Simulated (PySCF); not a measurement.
C4H11BO, SMILES CB(O)C(C)C (GFN2-xTB optimised geometry):

```
17

B     -0.705    -0.036     0.000
C     -1.550     1.316     0.000
H     -1.318     1.925     0.870
H     -2.627     1.146    -0.004
H     -1.313     1.924    -0.870
O     -1.296    -1.237    -0.032
H     -2.254    -1.250    -0.051
C      0.902    -0.036     0.000
C      1.469    -1.118     0.928
C      1.542     1.314     0.335
H      1.213    -0.298    -1.020
H      2.552    -1.181     0.832
H      1.231    -0.887     1.964
H      1.039    -2.085     0.685
H      1.208     2.085    -0.355
H      2.627     1.248     0.274
H      1.278     1.621     1.345
```

Calculation: CAM-B3LYP/def2-SVP (PySCF).

**Question.** What are the frontier orbital energies and the dipole moment?

**Answer.** HOMO-2 -10.43 eV, HOMO-1 -10.33 eV, HOMO -9.03 eV, LUMO 1.91 eV, LUMO+1 2.38 eV; dipole moment 1.66 D.

Meta-Löwdin charges at CAM-B3LYP/def2-SVP: B1 0.34, C2 -0.43, H3 0.11, H4 0.09, H5 0.11, O6 -0.45, H7 0.33, C8 -0.16, C9 -0.28, C10 -0.28, H11 0.09, H12 0.08, H13 0.08, H14 0.10, H15 0.09, H16 0.09, H17 0.08.
